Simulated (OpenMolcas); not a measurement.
**5d³ along the 71-electron sequence**

```json
{
  "Program": "OpenMolcas 26.06",
  "Method": "MS-CASPT2, IPEA 0.25 Eh, imaginary shift 0.1 Eh",
  "Basis": "ANO-R3",
  "Scalar Hamiltonian": "X2C, finite nucleus",
  "Spin-orbit coupling": "state interaction with AMFI integrals over the reference wave functions, term energies averaged over their components"
}
```

Active space for each ion: 3 electrons in 5 orbitals (5d); closed shells correlated by CASPT2: 5s 5p.

Computed levels in cm-1 above ⁴F_3/2:

```
                               Level   Ta2+    W3+   Re4+   Os5+   Ir6+   Pt7+
                              ⁴F_5/2   2670   3710   4910   6350   8000   9870
                              ⁴F_7/2   5120   6990   9060  11380  13940  16690
                              ²P_1/2   9530  19350  24270  29100  34300  39540
                              ²G_7/2  12020  15600  19300  22950  27040  31250
                              ⁴P_5/2  14370  17850  21510  25170  29230  33300
                              ⁴P_1/2  14740  12230  14800  17130  19670  22150
                             ²H_11/2  17910  22710  27640  32420  37710  43080
                           ²D_5/2(1)  18580  24100  29590  34880  40650  46410
                              ²F_7/2  23730  29830  35650  41150  47020  52900
weight of ⁴F in the lowest level (%)     88     86     85     82     79     77
```

Mixed levels, with the weight of the term that names them: Ta2+ ²P_1/2 (57 %), Ta2+ ⁴P_1/2 (57 %), W3+ ²P_1/2 (58 %), W3+ ⁴P_1/2 (58 %), Re4+ ²P_1/2 (65 %), Re4+ ⁴P_1/2 (65 %), Os5+ ²P_1/2 (67 %), Os5+ ⁴P_1/2 (67 %), Ir6+ ²P_1/2 (67 %), Ir6+ ⁴P_1/2 (67 %), Pt7+ ²P_1/2 (67 %), Pt7+ ²G_7/2 (75 %), Pt7+ ⁴P_1/2 (67 %).

Measured, with the error of the calculation in %. Measured levels: W3+ from the list in J. Phys. B 45, 035001 (2012); Re4+ from the list in Brasseur, Gamrath and Quinet, At. Data Nucl. Data Tables 157, 101636 (2024); Os5+ from the list in Brasseur, Palmeri and Quinet, Atoms 13, 11 (2025).

```json
{"Level": "⁴F_5/2", "W3+": "3537 (+5.0)", "Re4+": "4853 (+1.2)", "Os5+": "6397 (-0.7)"}
{"Level": "⁴F_7/2", "W3+": "6745 (+3.7)", "Re4+": "8973 (+1.0)", "Os5+": "11444 (-0.5)"}
{"Level": "²P_1/2", "W3+": "18365 (+5.4)", "Re4+": "23669 (+2.6)", "Os5+": "28860 (+0.8)"}
{"Level": "²G_7/2", "W3+": "15261 (+2.2)", "Re4+": "19013 (+1.5)", "Os5+": "22920 (+0.1)"}
{"Level": "⁴P_5/2", "W3+": "17190 (+3.9)", "Re4+": "20922 (+2.8)", "Os5+": "24828 (+1.4)"}
{"Level": "⁴P_1/2", "W3+": "11773 (+3.9)", "Re4+": "14325 (+3.3)", "Os5+": "16772 (+2.1)"}
{"Level": "²H_11/2", "W3+": "22223 (+2.2)", "Re4+": "27077 (+2.1)", "Os5+": "32156 (+0.8)"}
{"Level": "²D_5/2(1)", "W3+": "22766 (+5.8)", "Re4+": "28739 (+3.0)", "Os5+": "34418 (+1.3)"}
{"Level": "²F_7/2", "W3+": "28412 (+5.0)", "Re4+": "34625 (+3.0)", "Os5+": "40447 (+1.7)"}
```

The fine-structure level ⁴F_7/2 changes by a factor of 3.26 from Ta2+ to Pt7+. Its fourth root runs 8.46, 9.14, 9.76, 10.33, 10.87, 11.37, with steps per unit of Z of 0.68, 0.61, 0.57, 0.54, 0.50; equal steps would mean a (Z - σ)^4 law with constant σ.

²P_1/2 changes by a factor of 4.15 over the same range, with steps per unit of Z of +9820, +4920, +4830, +5200, +5240 cm-1.

CASPT2 breaks the degeneracy within a term, and the mean is taken; among the terms shown or strongly mixed into the levels shown the widest spread is 610 cm-1 (5d³ ⁴F, Os5+). The CASPT2 spread within a term exceeds the gap to the next term for 5d³ ²P and 5d³ ²G, so the order of their levels is uncertain (figures for Ta2+; the like holds for W3+). Configurations with an s electron lie low in 5d ions of this charge, fall among these levels and mix in, so low-spin terms can stand far too high, up to twice their true height, and weights are not those of the real levels (holds for Ta2+). Measured partners are found by configuration, term and J. A level has none where our copy of the source lacks it or the pairing is in doubt (some pairs that miss far off the trend of their configuration count as doubtful), and it then counts in no deviation. Levels of configurations outside the active space are missing.

A number in round brackets counts repeated terms of one configuration in the order of the reference energies.
